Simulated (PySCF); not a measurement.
# Be (beryllium, neutral) across methods

[He] 2p2, high-spin 3P determinant (an excited configuration). Calculation: PySCF 2.14, in dyall-av3z (15s9p4d2f, 76 functions); the non-relativistic Hamiltonian (point nucleus). The B2PLYP total includes its PT2 part (frozen core); its orbital energies are those of the SCF part.

```json
{"method": "B2PLYP", "E (hartree)": "-14.4020", "mean ε 1s α (eV)": "-120.40", "mean ε 1s β (eV)": "-120.07", "mean ε 2p α (eV)": "-4.738", "Σ⟨r²⟩ (bohr²)": "21.53", "⟨S²⟩": "2.000"}
{"method": "LC-wPBE", "E (hartree)": "-14.3981", "mean ε 1s α (eV)": "-113.93", "mean ε 1s β (eV)": "-113.54", "mean ε 2p α (eV)": "-6.263", "Σ⟨r²⟩ (bohr²)": "20.47", "⟨S²⟩": "2.000"}
{"method": "CAM-B3LYP", "E (hartree)": "-14.4083", "mean ε 1s α (eV)": "-114.88", "mean ε 1s β (eV)": "-114.54", "mean ε 2p α (eV)": "-5.092", "Σ⟨r²⟩ (bohr²)": "20.99", "⟨S²⟩": "2.000"}
{"method": "LDA", "E (hartree)": "-14.2283", "mean ε 1s α (eV)": "-106.74", "mean ε 1s β (eV)": "-106.34", "mean ε 2p α (eV)": "-3.397", "Σ⟨r²⟩ (bohr²)": "21.37", "⟨S²⟩": "2.000"}
{"method": "UHF", "E (hartree)": "-14.33641", "mean ε 1s α (eV)": "-130.73", "mean ε 1s β (eV)": "-130.42", "mean ε 2p α (eV)": "-6.042", "Σ⟨r²⟩ (bohr²)": "22.17", "⟨S²⟩": "2.000"}
{"method": "r2SCAN", "E (hartree)": "-14.4269", "mean ε 1s α (eV)": "-110.53", "mean ε 1s β (eV)": "-110.19", "mean ε 2p α (eV)": "-3.536", "Σ⟨r²⟩ (bohr²)": "21.07", "⟨S²⟩": "2.000"}
{"method": "PBE0", "E (hartree)": "-14.4082", "mean ε 1s α (eV)": "-113.93", "mean ε 1s β (eV)": "-113.52", "mean ε 2p α (eV)": "-4.165", "Σ⟨r²⟩ (bohr²)": "21.22", "⟨S²⟩": "2.000"}
{"method": "PBE", "E (hartree)": "-14.4120", "mean ε 1s α (eV)": "-108.12", "mean ε 1s β (eV)": "-107.69", "mean ε 2p α (eV)": "-3.426", "Σ⟨r²⟩ (bohr²)": "21.19", "⟨S²⟩": "2.000"}
```

(1) Estimate the same row for MN15.

Answers

(1) E (hartree) = -14.4415; mean ε 1s α (eV) = -114.06; mean ε 1s β (eV) = -113.70; mean ε 2p α (eV) = -4.277; Σ⟨r²⟩ (bohr²) = 22.24; ⟨S²⟩ = 2.000.
